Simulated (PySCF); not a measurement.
## Orbital picture of HgC⁻

UHF at R = 2.383 Å; PySCF, scalar-relativistic core potentials, basis sets Hg def2-SVPD with ECP60, C def2-SVPD. State: ⁴Σ⁻ (quartet), unpaired electrons σ ↑, π ↑↑. Only the outer orbitals are listed, counted within each symmetry, core potentials removing the inner ones.

```
spin  orbital  occ.  ε (eV)  on Hg (%)           main shells (%)
   α       6σ     1   -5.24         54           52 Hg s, 46 C p
   α       3π     1   -3.65          5                    95 C p
   α       3π     1   -3.65          5                    95 C p
   α       7σ     1   -1.56         63  37 Hg s, 34 C p, 25 Hg p
   α       4π     0    7.03         99                   99 Hg p
   α       4π     0    7.03         99                   99 Hg p
   α       8σ     0    8.70         34           66 C s, 35 Hg p
   β       5σ     1   -7.21         28           71 C s, 20 Hg s
   β       6σ     1   -2.53         84           79 Hg s, 17 C s
   β       3π     0    6.70        101                  101 Hg p
   β       3π     0    6.70        101                  101 Hg p
   β       7σ     0    7.68         72    74 Hg p, 19 C s, 9 C p
```

**Question.** Which are the highest filled and the lowest empty level, where do they sit, and how wide is the gap?

**Answer.** Highest filled α 7σ at -1.56 eV (in %: 37 Hg s, 34 C p, 25 Hg p); lowest empty β 3π at 6.70 eV (in %: 101 Hg p); the gap at UHF is 8.26 eV. An empty level above zero is unbound, and its energy depends on the basis.

| Item | Value |
| --- | --- |
| bond order (Mayer) | 0.47 |
| ⟨S²⟩ | 3.777 |
| charge on Hg (Mulliken, basis-dependent) | -0.27 |
| charge on Hg (Löwdin, basis-dependent) | -0.26 |
| dipole moment (positive dipole points towards C; it is taken about the centre of mass and depends on that origin) | -4.82 D |
| polarisability along the bond | 103.0 bohr³ |
| polarisability across the bond | 62.3 bohr³ |

Shares are Mulliken populations and can fall outside 0 to 100 %.

Spin–orbit coupling is left out. The state is the lowest determinant that a PBE0 search found; another state may lie lower at other levels.
